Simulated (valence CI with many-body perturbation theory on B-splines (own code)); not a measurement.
# Cl12+: electric-dipole lines

Computed by valence CI with perturbative core correlation (CI+MBPT): three valence electrons over a frozen Dirac-Fock core [He], a basis of 11 s, 11 p, 9 d, 7 f, 5 g, 2 h, 1 i functions for each j, with the one-electron correlation potential Σ1, the two-electron term Σ2, the three-electron term Σ3, Breit, model QED; selected CI, second order for the rest, scaled by the run's own slope (own B-spline code, finite nucleus).

No measured spectrum was set against this ion. As an estimate, levels of excited configurations hold to 0.05 to 0.15 % of their energy, terms of the ground configuration to about 0.5 %.

Lines 101 to 150 of 236 in falling wavelength, among levels below 3647.7 × 10³ cm⁻¹, chosen from the strongest by gf and those to the six lowest levels. Wavelengths and rates use the calculated energies, so an error of 400 cm⁻¹ moves a line at 3.455 nm by 0.014 % and its rate by three times that or more. Electric multipoles are in the length gauge, E1 and E2 with the static RPA response of the core. Weak lines are less certain than strong ones. Lines between different terms over intervals too small for the method are left out, as are lines whose strength nearly cancels. The highest levels of a list are the least certain.

Names give the largest LS component (configuration and term), which can be under half, so a name can repeat, a term be missing and a line seem to break the LS rules; names also repeat where a configuration has a term twice. Letters in brackets count levels of one name in rising energy.

```csv
λ vac (nm),Upper,Lower,A (s⁻¹),log gf,Branch %
3.455,2s.2p.3d 2D°_5/2 [a],2s.2p2 2P_3/2,1.82e+11,-0.71,8.3
3.452,2s.2p.3s 2P°_1/2 [b],2s.2p2 2P_1/2,2.77e+11,-1.01,38.1
3.448,2s.2p.3d 2D°_3/2 [a],2s.2p2 2P_1/2,1.64e+11,-0.93,11.4
3.442,2p2.3s 4P_3/2,2p3 4S°_3/2,2.52e+11,-0.75,96.0
3.431,2p2.3s 4P_5/2,2p3 4S°_3/2,2.60e+11,-0.56,95.4
3.419,2s.2p.3s 2P°_3/2 [b],2s.2p2 2S_1/2,2.45e+11,-0.77,29.0
3.386,2s.2p.3d 2P°_3/2 [a],2s.2p2 2P_3/2,2.39e+11,-0.78,12.1
3.385,2s2.3s 2S_1/2,2s2.2p 2P°_3/2,2.73e+11,-1.03,67.2
3.371,2s.2p.3s 4P°_3/2,2s.2p2 4P_5/2,2.16e+11,-0.83,45.0
3.370,2s.2p.3d 2P°_1/2 [a],2s.2p2 2P_1/2,7.67e+11,-0.58,37.5
3.367,2s.2p.3s 4P°_1/2,2s.2p2 4P_3/2,3.95e+11,-0.87,82.9
3.365,2s2.3s 2S_1/2,2s2.2p 2P°_1/2,1.33e+11,-1.34,32.8
3.361,2s.2p.3s 4P°_3/2,2s.2p2 4P_3/2,6.18e+10,-1.38,12.8
3.360,2s.2p.3s 4P°_1/2,2s.2p2 4P_1/2,8.06e+10,-1.56,16.9
3.358,2s.2p.3s 4P°_5/2,2s.2p2 4P_5/2,3.40e+11,-0.46,69.2
3.353,2s.2p.3s 4P°_3/2,2s.2p2 4P_1/2,2.02e+11,-0.87,41.9
3.348,2s.2p.3s 4P°_5/2,2s.2p2 4P_3/2,1.50e+11,-0.82,30.6
3.346,2s.2p.3d 2P°_3/2 [a],2s.2p2 2S_1/2,1.61e+12,0.03,81.2
3.342,2s.2p.3d 4F°_3/2,2s.2p2 2D_3/2,1.69e+10,-1.95,27.5
3.339,2s.2p.3d 2P°_1/2 [a],2s.2p2 2S_1/2,1.12e+12,-0.43,54.9
3.338,2s.2p.3d 4F°_5/2,2s.2p2 2D_3/2,1.35e+09,-2.87,1.2
3.311,2s.2p.3d 4D°_5/2,2s.2p2 2D_5/2,2.12e+11,-0.68,7.4
3.311,2s.2p.3d 4D°_5/2,2s.2p2 2D_3/2,3.70e+10,-1.44,1.3
3.310,2s.2p.3d 4D°_1/2,2s.2p2 2D_3/2,1.18e+10,-2.41,0.3
3.310,2s.2p.3d 4D°_3/2,2s.2p2 2D_3/2,1.05e+11,-1.16,3.0
3.308,2s.2p.3s 2P°_1/2 [b],2s.2p2 2D_3/2,2.09e+11,-1.16,28.7
3.307,2s.2p.3s 2P°_3/2 [b],2s.2p2 2D_3/2,1.95e+11,-0.89,23.1
3.304,2s.2p.3d 2D°_3/2 [a],2s.2p2 2D_5/2,1.65e+11,-0.97,11.4
3.304,2s.2p.3d 2D°_3/2 [a],2s.2p2 2D_3/2,6.36e+11,-0.38,44.1
3.302,2s.2p.3d 2D°_5/2 [a],2s.2p2 2D_5/2,5.48e+11,-0.27,25.1
3.302,2s.2p.3d 2D°_5/2 [a],2s.2p2 2D_3/2,1.35e+11,-0.88,6.2
3.297,2s.2p.3s 2P°_3/2 [a],2s.2p2 4P_3/2,6.77e+08,-3.36,0.2
3.293,2s.2p.3d 4P°_5/2,2s.2p2 2D_5/2,1.41e+11,-0.86,6.0
3.292,2s.2p.3d 4P°_5/2,2s.2p2 2D_3/2,3.73e+10,-1.44,1.6
3.290,2s.2p.3d 4P°_3/2,2s.2p2 2D_3/2,1.12e+10,-2.14,0.5
3.290,2s.2p.3s 2P°_3/2 [a],2s.2p2 4P_1/2,6.23e+08,-3.39,0.2
3.255,2s.2p.3d 2F°_5/2 [a],2s.2p2 2D_5/2,2.94e+11,-0.55,11.8
3.254,2s.2p.3d 2F°_5/2 [a],2s.2p2 2D_3/2,2.20e+12,0.32,87.8
3.244,2s.2p.3d 2F°_7/2 [a],2s.2p2 2D_5/2,2.74e+12,0.54,99.9
3.236,2s.2p.3d 2D°_3/2 [b],2s.2p2 2P_3/2,4.52e+11,-0.55,14.2
3.234,2s.2p.3d 2D°_5/2 [b],2s.2p2 2P_3/2,2.89e+12,0.44,91.7
3.232,2s.2p.3d 2P°_1/2 [a],2s.2p2 2D_3/2,4.80e+10,-1.82,2.3
3.228,2s.2p.3d 2D°_3/2 [b],2s.2p2 2P_1/2,2.12e+12,0.12,66.7
3.218,2s.2p.3d 2P°_1/2 [b],2s.2p2 2P_3/2,4.39e+11,-0.87,18.2
3.217,2s.2p.3d 2P°_3/2 [b],2s.2p2 2P_3/2,1.23e+12,-0.12,51.3
3.210,2s.2p.3d 2P°_1/2 [b],2s.2p2 2P_1/2,3.79e+11,-0.93,15.8
3.208,2s.2p.3d 2P°_3/2 [b],2s.2p2 2P_1/2,5.86e+11,-0.44,24.5
3.199,2s.2p.3d 2D°_3/2 [b],2s.2p2 2S_1/2,2.59e+11,-0.80,8.1
3.199,2p2.3p 2S°_1/2,2s.2p2 2P_3/2,4.37e+11,-0.87,57.6
3.182,2s.2p.3d 2P°_1/2 [b],2s.2p2 2S_1/2,1.51e+12,-0.34,62.9
```

Problem. How does gf follow from A for the line at 3.367 nm?

Solution. gf = 1.4992 × (2J+1)_upper × A / σ², with σ = 2970097 cm⁻¹ and 2J+1 = 2: gf = 0.134.
